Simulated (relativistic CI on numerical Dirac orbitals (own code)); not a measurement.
**Transition arrays of Gd XXVII**

These numbers are calculated, not measured: Dirac-Coulomb-Breit CI, orbitals from a KLI potential per configuration, a model potential for QED, valence Slater integrals scaled by 0.9, whole transition arrays (own radial code, finite nucleus).

Configurations in the expansion (outside the closed core [Ar] 3d10 4s2): 4p⁶4d², 4p⁶4d4f, 4p⁵4d³, 4p⁶4d5p, 4p⁶4d5f. Levels of other configurations are missing.

All E1 lines from the levels of 4p⁶4d²; mean and standard deviation are weighted by gf, and upper levels are sorted by their leading configuration.

```csv
Upper configuration,Lines,Σgf,Mean (eV),Mean (nm),σ (eV),Strongest line (nm)
4p⁶4d4f,48,34.4,167.39,7.407,10.15,7.107
4p⁵4d³,499,189.5,174.67,7.098,13.46,6.857
4p⁶4d5p,60,9.1,317.30,3.907,4.84,3.872
4p⁶4d5f,81,23.5,441.60,2.808,4.11,2.817
```

Σgf per state of the lower configuration in bins of 0.2 nm over the central range (centre: value): 2.7: 0.21, 2.9: 0.31, 3.9: 0.18, 6.5: 0.07, 6.7: 0.97, 6.9: 1.64, 7.1: 0.96, 7.3: 0.52, 7.5: 0.08, 7.7: 0.02, 7.9: 0.04, 8.1: 0.15, 8.3: 0.09, 8.5: 0.12, 8.7: 0.09, 8.9: 0.06.

**Question.** How do configuration mixing and the scaling of the Slater integrals move the arrays?

**Answer.** Slater scale 0.9, no configuration mixing: 4p⁶4d4f 156.9 ± 5.4 eV (Σgf 50.5), 4p⁵4d³ 166.7 ± 17.1 eV (Σgf 160.4), 4p⁶4d5p 317.4 ± 4.8 eV (Σgf 10.1), 4p⁶4d5f 441.6 ± 4.1 eV (Σgf 23.6); Slater scale 1: 4p⁶4d4f 170.2 ± 10.6 eV (Σgf 34.1), 4p⁵4d³ 177.7 ± 13.3 eV (Σgf 193.9), 4p⁶4d5p 317.3 ± 4.9 eV (Σgf 9.0), 4p⁶4d5f 441.6 ± 4.2 eV (Σgf 23.5); Slater scale 0.8: 4p⁶4d4f 163.8 ± 10.4 eV (Σgf 38.1), 4p⁵4d³ 171.9 ± 13.4 eV (Σgf 181.9), 4p⁶4d5p 317.3 ± 4.7 eV (Σgf 9.2), 4p⁶4d5f 441.6 ± 4.0 eV (Σgf 23.5). With mixing, levels are counted to their leading configuration, so an array can shrink or vanish into another, and the sums then hold other lines.
